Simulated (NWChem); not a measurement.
# CdHF; SMILES [F][CdH]

Program: NWChem. STO-3G and 3-21G are far too small for this property and stand as cheap habits. The geometry was optimised at PBE0/def2-SVP. def2 effective core potentials on Cd; no spin-orbit coupling. Field at 589 nm.

```csv
level,isotropic polarisability (bohr³),anisotropy (bohr³),relative time
"B3LYP/STO-3G (all-electron, non-relativistic)",17.6,5.0,1
B3LYP/def2-SVP (core potentials),27.2,12.6,2
B3LYP/def2-SVPD (core potentials),31.7,13.6,3
B3LYP/def2-TZVPD (core potentials),32.1,13.8,7
```

The last column is a rough cost ratio, cheapest run = 1.
